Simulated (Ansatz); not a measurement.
Isolated molecules relaxed with PBE0-D4/def2-TZVP in Ansatz; ΔE leaves out vibrations. CCSD(T)/CBS adds triple-zeta CCSD(T) − MP2 to the extrapolated MP2 energy (def2 sets, frozen cores). Functionals use def2-TZVPP. Elements past krypton have def2 core potentials. For Te outer-core shells are correlated without core-valence functions, which leaves a few kJ/mol of doubt a bond. One conformer a species, not always the lowest.

Reaction (ligand exchange at the Si–O bond): `[SiH3]OC[TeH]` + `COB(O)F` → `COB(F)O[SiH3]` + `OC[TeH]`

```json
{"species": "`[SiH3]OC[TeH]`", "PBE-D4 energy (Eh)": "-674.22957"}
{"species": "`COB(O)F`", "PBE-D4 energy (Eh)": "-315.60544"}
{"species": "`COB(F)O[SiH3]`", "PBE-D4 energy (Eh)": "-606.18431"}
{"species": "`OC[TeH]`", "PBE-D4 energy (Eh)": "-383.65168"}
```

**Question.** Work out ΔE.

**Answer.** ΔE = (-606.18431) + (-383.65168) − (-674.22957) − (-315.60544) = -0.00098 Eh = -2.6 kJ/mol. CCSD(T)/CBS gives -4.1 kJ/mol.

Largest T1 diagnostic among the species: 0.012.

The D4 term adds +4.5 kJ/mol with B3LYP and +2.3 kJ/mol with PBE0; it sums over pairs of atoms, weighted by their polarisabilities, and B3LYP, whose exchange is more repulsive, gets the larger term. In def2-TZVPP, CCSD(T) changes the Hartree–Fock value by +8.8 kJ/mol (the triples alone add +1.3 kJ/mol) and MP2 by +11.2 kJ/mol.

B3LYP here is the variant with VWN-RPA as its local correlation; programs differ in this.
